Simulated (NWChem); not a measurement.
AlH3O2; SMILES [OH][AlH][OH]

```xyz
6

Al    -0.4579    -0.0102     0.0000
H     -2.0315    -0.0471     0.0000
O      0.3652    -1.4932     0.0000
H      1.3178    -1.5979     0.0000
O      0.4548     1.4257     0.0000
H      0.1067     2.3180     0.0000
```
Atoms are numbered in this order, from 1.

All runs: NWChem. Structure relaxed at the PBE0/def2-SVP level. Total energies compare along this basis series because the functional is fixed.

```tsv
level	basis functions	energy (Ha)	highest occupied level (eV)	orbital gap (eV)	dipole (D)
B3LYP/pcseg-1	61	-394.7701	-8.61	8.30	1.45
B3LYP/aug-pcseg-1	100	-394.7893	?	?	?
B3LYP/pcseg-2	136	-394.9045	-8.75	8.32	1.40
B3LYP/STO-3G	22	-389.6782	-3.05	8.92	1.15
B3LYP/def2-SVP	61	-394.6082	-8.32	8.31	1.45
```

Fill in the missing entries.


- B3LYP/aug-pcseg-1, highest occupied level (eV): -8.82
- B3LYP/aug-pcseg-1, orbital gap (eV): 7.98
- B3LYP/aug-pcseg-1, dipole (D): 1.29
